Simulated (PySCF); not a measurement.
Delta-SCF ions had no search for a lower state. Excitations are Tamm–Dancoff values on a coarser integration grid. The basis has no diffuse functions, so Rydberg states are missing or too high.

Cartesian coordinates (Å):
SMILES: C=C(C)S
```xyz
10

C      0.6904     1.0367    -0.4675
C      0.1800    -0.0435     0.1158
C     -1.2050    -0.5445    -0.1427
S      1.0417    -1.0498     1.2754
H      0.0935     1.6038    -1.1721
H      1.6957     1.3877    -0.2701
H     -1.7128     0.0971    -0.8628
H     -1.1837    -1.5643    -0.5371
H     -1.7908    -0.5659     0.7806
H      2.1911    -0.3574     1.2803
```
Charge 0, multiplicity 1.

Task: Predict the total energy, dipole moment, HOMO–LUMO gap, S1–T1 gap (TDA), brightest of the four lowest singlets (TDA), LUMO, vertical ionisation energy (Delta-SCF) and S1 excitation (TDA) from PBE0-D3(BJ)/def2-TZVP (PySCF 2.14.0).

Result: 
* **total energy**: -515.8748 Ha
* **dipole moment**: 0.76 D
* **HOMO–LUMO gap**: 6.63 eV
* **S1–T1 gap (TDA)**: 1.32 eV
* **brightest of the four lowest singlets (TDA)**: 6.18 eV
* **LUMO**: 0.20 eV
* **vertical ionisation energy (Delta-SCF)**: 8.53 eV
* **S1 excitation (TDA)**: 5.24 eV
